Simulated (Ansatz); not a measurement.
Geometry optimisation, Ansatz, RKS B3LYP/def2-SVP.

Input file:

```yaml
crystal:
  periodic: [false, false, false]
  atoms:
    - { symbol: B, position_ang: [-0.000558, 0.078831, 0.125359] }
    - { symbol: "N", position_ang: [-0.028057, 0.296798, 1.59326] }
    - { symbol: H, position_ang: [-0.893703, 0.405013, 2.11012] }
    - { symbol: H, position_ang: [0.796372, 0.569301, 2.117633] }
    - { symbol: C, position_ang: [1.387332, 0.153608, -0.625358] }
    - { symbol: H, position_ang: [1.559027, -0.765003, -1.211053] }
    - { symbol: H, position_ang: [1.367204, 0.983562, -1.354932] }
    - { symbol: H, position_ang: [2.259011, 0.303549, 0.032431] }
    - { symbol: C, position_ang: [-1.38023, -0.07213, -0.6315] }
    - { symbol: H, position_ang: [-2.155521, -0.585367, -0.037845] }
    - { symbol: H, position_ang: [-1.766829, 0.942603, -0.852184] }
    - { symbol: H, position_ang: [-1.285593, -0.59461, -1.596036] }
    - { symbol: Cl, position_ang: [0.133701, -2.960798, 0.570149] }
    - { symbol: H, position_ang: [0.148343, -1.942458, 1.434556] }
basis:
  gaussian: { orbitals: def2-SVP }
hamiltonian:
  xc: b3lyp
relax:
  f_tol: 0.03
  max_steps: 50
output:
  orbitals: {}
```

Run as:

```bash
$ ansatz run input.yaml --threads 4 --pin off --max-ram 5120MiB --backend cpu --events-out ev --progress --plain --runs-dir out
```

Q: Where does it end, and by what steps?

A: The forces met the threshold. The force dipped under the threshold on the way, but the program's further checks kept it going. After 18 steps the energy has fallen by 0.245 eV; Cl13 moved furthest, 0.82 Å.

```csv
step,energy less start (eV),largest force component (eV/Å),accepted
0,0.0000,1.940,yes
1,-0.1191,1.065,yes
2,-0.1676,1.056,yes
3,-0.2047,0.654,yes
4,-0.2207,0.460,yes
5,-0.2308,0.319,yes
6,-0.2386,0.146,yes
7,-0.2306,0.356,no
8,-0.2415,0.023,yes
9,-0.2420,0.077,yes
10,-0.2437,0.034,yes
11,-0.2430,0.195,no
12,-0.2445,0.031,yes
13,-0.2441,0.140,no
14,-0.2438,0.096,no
15,-0.2448,0.010,yes
16,-0.2450,0.041,yes
17,-0.2450,0.045,yes
18,-0.2452,0.005,yes
```

```xyz
14
Properties=species:S:1:pos:R:3
B -0.028 0.154 0.093
N -0.029 0.043 1.506
H -0.884 0.037 2.054
H 0.803 0.198 2.068
C 1.350 0.303 -0.670
H 1.555 -0.619 -1.244
H 1.310 1.118 -1.414
H 2.219 0.482 -0.015
C -1.402 0.093 -0.689
H -2.282 -0.107 -0.055
H -1.577 1.052 -1.210
H -1.373 -0.676 -1.481
Cl 0.306 -3.281 1.309
H 0.172 -1.984 1.423
```

Whether the end is a true minimum wasn't checked by a vibrational analysis.

The run took 33 s on 4 threads of Arm Neoverse V2 (shared host), peak memory 0.28 GiB.
